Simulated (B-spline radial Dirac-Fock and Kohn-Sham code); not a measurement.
Pb¹³⁺: M5-N67N67 lines in intermediate coupling

System: the Pb¹³⁺ ion in the configuration 1s2 2s2 2p6 3s2 3p6 3d10 4s2 4p6 4d10 4f14 5s2 5p6 5d1.

Calculated with a radial atomic solver, using relaxed Dirac-Fock hole states (ΔSCF) with Breit and QED corrections and a finite nucleus. The two-hole levels come from diagonalising the Coulomb interaction among the jj configurations; intensities are independent-particle Coulomb rates. Kinetic energies are from the vacuum level. Electron correlation is not included. Open outer shells are spectators and are not coupled to the holes.

| kinetic energy (eV) | J | leading jj holes (weight) | leading LS term (weight) | intensity (%) |
| --- | --- | --- | --- | --- |
| 1898.5 | 0 | N6N6 (0.83) | ¹S0 (0.83) | 0.3 |
| 1908.4 | 2 | N6N6 (0.78) | ¹D2 (0.48) | 1.1 |
| 1910.4 | 1 | N6N7 (1.00) | ³P1 (1.00) | 0.3 |
| 1911.5 | 6 | N6N7 (0.95) | ¹I6 (0.98) | 44.8 |
| 1912.0 | 0 | N7N7 (0.83) | ³P0 (0.83) | 0.3 |
| 1912.9 | 4 | N6N6 (0.96) | ³H4 (0.57) | 0.7 |
| 1913.1 | 2 | N6N7 (0.64) | ³P2 (0.53) | 1.0 |
| 1916.9 | 3 | N6N7 (1.00) | ³F3 (1.00) | 2.7 |
| 1917.3 | 4 | N6N7 (0.97) | ³H4 (0.38) | 6.5 |
| 1918.2 | 2 | N7N7 (0.82) | ³F2 (0.45) | 3.8 |
| 1918.7 | 5 | N6N7 (1.00) | ³H5 (1.00) | 9.2 |
| 1921.9 | 4 | N7N7 (1.00) | ³F4 (0.60) | 9.3 |
| 1923.3 | 6 | N7N7 (0.95) | ³H6 (0.98) | 19.9 |

The strongest line, by its leading LS label ¹I6, lies at 1911.5 eV. The mean weight of the leading component is 0.90 in jj and 0.74 in LS coupling, so jj labels describe these levels better.
